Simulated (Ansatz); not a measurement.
Reaction (ligand exchange at the In–Br bond): `[CH3][InH][Br]` + HCl → `[CH3][InH][Cl]` + HBr

Isolated molecules relaxed with PBE0-D4/def2-TZVP in Ansatz; ΔE leaves out vibrations. CCSD(T)/CBS is the MP2 limit (def2-TZVPP, def2-QZVPP) plus CCSD(T) − MP2 in def2-TZVPP, frozen cores. This one scheme is used for every species. Functionals use def2-TZVPP. Elements past krypton have def2 core potentials. For Br, In outer-core shells are correlated without core-valence functions, which leaves a few kJ/mol of doubt a bond. Scalar relativity is left out up to krypton.

**Question.** Is it downhill or uphill in electronic energy at CCSD(T)/CBS, and by how much? (Estimate.)

**Answer.** Computed: Uphill: ΔE = +18.8 kJ/mol.

**Question.** What do these levels give: BLYP-D4, PBE, BLYP, r2SCAN, r2SCAN0, LC-ωPBE, HF/def2-TZVPP, SCS-MP2/def2-TZVPP, CCSD(T)/def2-TZVPP, MP2/def2-QZVPP, SCS-MP2/def2-QZVPP, HF/CBS(def2)? (Best estimate.)

**Answer.** Ansatz gave: BLYP-D4 14.1, PBE 15.9, BLYP 13.9, r2SCAN 16.4, r2SCAN0 18.2, LC-ωPBE 15.9, HF/def2-TZVPP 19.5, SCS-MP2/def2-TZVPP 17.6, CCSD(T)/def2-TZVPP 17.6, MP2/def2-QZVPP 19.3, SCS-MP2/def2-QZVPP 17.8, HF/CBS(def2) 18.8 kJ/mol.

Largest T1 diagnostic among the species: 0.012.

Leaving LDA and LC-ωPBE aside and taking each functional with its dispersion term where it has one, the values, not all of them listed here, spread over 6.9 kJ/mol, from B97M-V to PBE-QIDH. At CCSD(T), def2-SVP lies −3.2 kJ/mol from the extrapolated value and def2-TZVPP −1.2 kJ/mol. From BLYP to BHLYP (50 % exact exchange), in def2-TZVPP and without D4, ΔE moves by +3.4 kJ/mol.
